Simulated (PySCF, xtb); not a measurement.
ClH₂NTe, SMILES [Te](Cl)N.

The structure is a stationary point at r2SCAN-D4/def2-TZVP. The def2 effective core potentials stand for the cores of Te; spin–orbit coupling is left out. One conformer was computed; it need not be the lowest.

Level of theory: C-PCM-B3LYP/def2-SVP in PySCF 2.14.0.

The values are the electrostatic part of the solvation free energy, E(continuum) − E(gas) at the gas-phase geometry, in a cavity of scaled van der Waals radii (PySCF's table); cavitation and dispersion terms are not included. In vacuum the orbital gap is 3.99 eV. The dipole moment in vacuum is 2.01 D.

Problem. Estimate the values in water (ε = 78.36), acetonitrile (ε = 35.69), diethylether (ε = 4.24). (Estimate from the structure and the level; the computed values follow.)

Solution. 
| solvent | ε | ΔG(elec) (kcal/mol) | dipole (D) | gap (eV) |
|---|---|---|---|---|
| water | 78.36 | -5.3 | 2.77 | 4.03 |
| acetonitrile | 35.69 | -5.2 | 2.76 | 4.03 |
| diethylether | 4.24 | -4.0 | 2.56 | 4.02 |

For comparison, GFN2-xTB/ALPB(water) (xtb, at the GFN2-xTB geometry, all terms of that model) gives -4.8 kcal/mol.
